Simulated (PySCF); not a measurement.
SrF₂: from structure and modes to constants

These are results of PySCF, PBE0, basis Sr x2c-TZVPall, F x2c-TZVPall (spin-free X2C, no spin–orbit coupling, density fitting), not measurements.

The singlet minimum has C2v symmetry. Masses (u): Sr 87.90561, F 18.99840.

```xyz
3
charge 0 multiplicity 1, angstrom
Sr    0.0000    0.0000   -0.2835
F     1.9199    0.0000    0.5844
F    -1.9199    0.0000    0.5844
```

Harmonic wavenumbers (cm⁻¹): 82.4 (a1, ×1), 486.3 (b2, ×1), 486.9 (a1, ×1).

(1) Find the principal moments of inertia and the rotational constants. What kind of rotor is it?

(2) What is the harmonic zero-point energy?

(3) Find the vibrational entropy and heat capacity at 298.15 K.

## Answers

(1) About the centre of mass I = 19.984, 140.06, 160.04 u Å². With B = 16.8576/I this gives 0.8435, 0.1204, 0.1053 cm⁻¹. The molecule is an asymmetric top with κ = -0.96.

(2) Half the sum of all 3 wavenumbers, 1056/2 = 528 cm⁻¹, which is 6.3 kJ/mol (1 cm⁻¹ = 0.0119627 kJ/mol).

(3) With u = 1.43878 ω/T, each mode gives S = R[u/(eᵘ−1) − ln(1−e⁻ᵘ)] and C = R u² eᵘ/(eᵘ−1)².
| ω (cm⁻¹) | u | S (J/(mol K)) | C (J/(mol K)) |
| --- | --- | --- | --- |
| 82.4 | 0.397 | 16.04 | 8.21 |
| 486.3 | 2.347 | 2.90 | 5.36 |
| 486.9 | 2.350 | 2.89 | 5.35 |
The sums over all modes are S = 21.8 and C = 18.9 J/(mol K); the softest mode gives 73 % of the entropy.

Only a few start shapes were tried, so a lower isomer may exist.
